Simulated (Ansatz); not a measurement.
Gas-phase electronic energies from Ansatz, PBE0-D4/def2-TZVP geometries. CBS: MP2 limit from def2 TZ/QZ plus the TZ coupled-cluster correction, frozen cores. Functionals use def2-TZVPP. B3LYP here is the variant with VWN-RPA as its local correlation; programs differ in this. One conformer a species, not always the lowest.

Consider the cleavage of the B–Si bond: `B[SiH](B)CF` + `C[SiH](S)Cl` → `BS[SiH](C)Cl` + `B[SiH2]CF`.

```json
{"level": "PBE-D4", "ΔE (kJ/mol)": "-104.1", "difference from CCSD(T)/CBS": "4.5"}
{"level": "r2SCAN-D4", "ΔE (kJ/mol)": "-107.1", "difference from CCSD(T)/CBS": "1.5"}
{"level": "PBE0-D4", "ΔE (kJ/mol)": "-106.0", "difference from CCSD(T)/CBS": "2.6"}
{"level": "B3LYP-D4", "ΔE (kJ/mol)": "-107.3", "difference from CCSD(T)/CBS": "1.3"}
{"level": "ωB97M-V", "ΔE (kJ/mol)": "-110.0", "difference from CCSD(T)/CBS": "-1.4"}
{"level": "PBE0", "ΔE (kJ/mol)": "-105.4", "difference from CCSD(T)/CBS": "3.2"}
{"level": "B3LYP", "ΔE (kJ/mol)": "-105.9", "difference from CCSD(T)/CBS": "2.7"}
{"level": "HF/def2-TZVPP", "ΔE (kJ/mol)": "-105.6", "difference from CCSD(T)/CBS": "3.0"}
{"level": "MP2/def2-TZVPP", "ΔE (kJ/mol)": "-117.1", "difference from CCSD(T)/CBS": "-8.5"}
{"level": "CCSD/def2-TZVPP", "ΔE (kJ/mol)": "-106.3", "difference from CCSD(T)/CBS": "2.3"}
{"level": "CCSD(T)/def2-TZVPP", "ΔE (kJ/mol)": "-108.5", "difference from CCSD(T)/CBS": "0.1"}
{"level": "HF/def2-QZVPP", "ΔE (kJ/mol)": "-105.6", "difference from CCSD(T)/CBS": "3.0"}
{"level": "SCS-MP2/def2-QZVPP", "ΔE (kJ/mol)": "-113.7", "difference from CCSD(T)/CBS": "-5.1"}
{"level": "HF/CBS(def2)", "ΔE (kJ/mol)": "-105.6", "difference from CCSD(T)/CBS": "3.0"}
{"level": "MP2/CBS(def2)", "ΔE (kJ/mol)": "-117.2", "difference from CCSD(T)/CBS": "-8.6"}
{"level": "CCSD/CBS(def2)", "ΔE (kJ/mol)": "-106.4", "difference from CCSD(T)/CBS": "2.2"}
{"level": "CCSD(T)/CBS", "ΔE (kJ/mol)": "-108.6", "difference from CCSD(T)/CBS": "0"}
```

Largest T1 diagnostic among the species: 0.014.
